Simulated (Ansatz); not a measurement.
Isomers of C2H6BrFSi, relaxed with PBE0-D4/def2-TZVP in Ansatz; electronic energies, one conformer each and not always the lowest. Functionals use def2-TZVPP; CBS adds triple-zeta CCSD(T) − MP2 to the MP2 limit of def2-TZVPP and def2-QZVPP.

Outer-core shells of Br are correlated without core-valence functions. Scalar relativity is left out up to krypton. Spin–orbit coupling is left out.

**Question.** Order them by energy at frozen-core CCSD(T)/CBS, lowest first. (An estimate is asked.)
A. `CC[SiH](F)Br`
B. `FC([SiH3])CBr`
C. `C[Si](C)(F)Br`
D. `C[SiH2]C(F)Br`
E. `CC(F)([SiH3])Br`

**Answer.** C (0.0 kcal/mol), A (16.0 kcal/mol), D (100.1 kcal/mol), E (106.4 kcal/mol), B (110.6 kcal/mol).

**Question.** How do MP2/CBS(def2), r2SCAN-D4, PBE0-D4, PBE-D4 place them (kcal/mol, against `C[Si](C)(F)Br`)? (Estimate.)

**Answer.** Computed: 
```tsv
isomer	MP2/CBS(def2)	r2SCAN-D4	PBE0-D4	PBE-D4
`CC(F)([SiH3])Br`	110.3	105.6	104.2	100.1
`C[SiH2]C(F)Br`	104.1	98.8	97.2	93.2
`CC[SiH](F)Br`	16.6	17.1	16.2	16.0
`FC([SiH3])CBr`	115.2	110.4	108.0	104.6
```
